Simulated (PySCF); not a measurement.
CH$_{2}$N, charge +1, singlet, geometry from GFN2-xTB; B97M-V/def2-SVPD (PySCF).

Input for PySCF:
```python
from pyscf import gto, scf, dft

mol = gto.Mole()
mol.atom = '''
    C    -0.000000   -0.000000   -0.600338
    N     0.000000    0.000000    0.532669
    H    -0.000000   -0.000000   -1.674892
    H     0.000000    0.000000    1.548235
'''
mol.basis = 'def2-svpd'
mol.charge = 1
mol.spin = 0
mol.verbose = 4
mol.build()

mf = dft.RKS(mol)
mf.xc = 'b97m_v'
mf.grids.atom_grid = (99, 590)
mf.grids.prune = None
mf.kernel()
```

What the program printed (banner, timings and long lists left out):

```
PySCF version 2.14.0

[INPUT] verbose = 4
[INPUT] num. atoms = 4
[INPUT] num. electrons = 14
[INPUT] charge = 1
[INPUT] spin (= nelec alpha-beta = 2S) = 0
[INPUT] symmetry False subgroup None
[INPUT] Mole.unit = angstrom
[INPUT] Symbol           X                Y                Z      unit          X                Y                Z       unit  Magmom
[INPUT]  1 C      0.000000000000   0.000000000000  -0.600338000000 AA    0.000000000000   0.000000000000  -1.134474402169 Bohr   0.0
[INPUT]  2 N      0.000000000000   0.000000000000   0.532669000000 AA    0.000000000000   0.000000000000   1.006598525046 Bohr   0.0
[INPUT]  3 H      0.000000000000   0.000000000000  -1.674892000000 AA    0.000000000000   0.000000000000  -3.165087168225 Bohr   0.0
[INPUT]  4 H      0.000000000000   0.000000000000   1.548235000000 AA    0.000000000000   0.000000000000   2.925740126466 Bohr   0.0

nuclear repulsion = 29.5384848882685
number of shells = 24
number of NR pGTOs = 80
number of NR cGTOs = 56
basis = def2-svpd
ecp = {}

******** <class 'pyscf.dft.rks.RKS'> ********
method = RKS
initial guess = minao
damping factor = 0
level_shift factor = 0
DIIS = <class 'pyscf.scf.diis.CDIIS'>
diis_start_cycle = 1
diis_space = 8
diis_damp = 0
SCF conv_tol = 1e-09
SCF conv_tol_grad = None
SCF max_cycles = 50
direct_scf = True
direct_scf_tol = 1e-13
XC library pyscf.dft.libxc version 7.1.2
    S. Lehtola, C. Steigemann, M. J. T. Oliveira, and M. A. L. Marques,  SoftwareX 7, 1–5 (2018)
XC functionals = b97m_v
    N. Mardirossian and M. Head-Gordon,  J. Chem. Phys. 142, 074111 (2015)
radial grids:
    Treutler-Ahlrichs [JCP 102, 346 (1995); DOI:10.1063/1.469408] (M4) radial grids

becke partition: Becke, JCP 88, 2547 (1988); DOI:10.1063/1.454033
pruning grids: None
grids dens level: 3
symmetrized grids: False
atomic radii adjust function: <function treutler_atomic_radii_adjust>
User specified grid scheme (99, 590)
** Following is NLC and NLC Grids **
NLC functional = b97m_v
radial grids:
    Treutler-Ahlrichs [JCP 102, 346 (1995); DOI:10.1063/1.469408] (M4) radial grids

becke partition: Becke, JCP 88, 2547 (1988); DOI:10.1063/1.454033
pruning grids: <function nwchem_prune>
grids dens level: 3
symmetrized grids: False
atomic radii adjust function: <function treutler_atomic_radii_adjust>
small_rho_cutoff = 0
Set gradient conv threshold to 3.16228e-05
Initial guess from minao.
tot grids = 233640
tot grids = 47640
init E= -94.1211599299051
  HOMO = -0.417516389946  LUMO = -0.0642409876168519  gap/eV = 9.61311
cycle= 1 E= -93.6113170570336  delta_E= 0.51  |g|= 0.181  |ddm|= 2.77
  HOMO = -0.691139392467603  LUMO = -0.35295950162907  gap/eV = 9.20234
cycle= 2 E= -93.6073431830229  delta_E= 0.00397  |g|= 0.235  |ddm|= 0.368
  HOMO = -0.69294996233384  LUMO = -0.341692933711847  gap/eV = 9.55819
cycle= 3 E= -93.6153482691043  delta_E= -0.00801  |g|= 0.143  |ddm|= 0.242
  HOMO = -0.681355295449833  LUMO = -0.33414635818818  gap/eV = 9.44804
cycle= 4 E= -93.6199300589027  delta_E= -0.00458  |g|= 0.00699  |ddm|= 0.0931
  HOMO = -0.683032970067896  LUMO = -0.335382594341644  gap/eV = 9.46005
cycle= 5 E= -93.6199407240549  delta_E= -1.07e-05  |g|= 0.00307  |ddm|= 0.0122
  HOMO = -0.682150824013906  LUMO = -0.334713921172566  gap/eV = 9.45424
cycle= 6 E= -93.6199430364208  delta_E= -2.31e-06  |g|= 9.57e-05  |ddm|= 0.00325
  HOMO = -0.682175568572501  LUMO = -0.334733373295151  gap/eV = 9.45438
cycle= 7 E= -93.619943038521  delta_E= -2.1e-09  |g|= 9.29e-06  |ddm|= 0.000156
  HOMO = -0.682176376876401  LUMO = -0.334733293144636  gap/eV = 9.45441
cycle= 8 E= -93.6199430385456  delta_E= -2.46e-11  |g|= 3.03e-06  |ddm|= 1.84e-05
  HOMO = -0.682176025340648  LUMO = -0.334733433900593  gap/eV = 9.45439
Extra cycle  E= -93.6199430385309  delta_E= 1.47e-11  |g|= 8.6e-06  |ddm|= 7.77e-06
converged SCF energy = -93.6199430385309
```
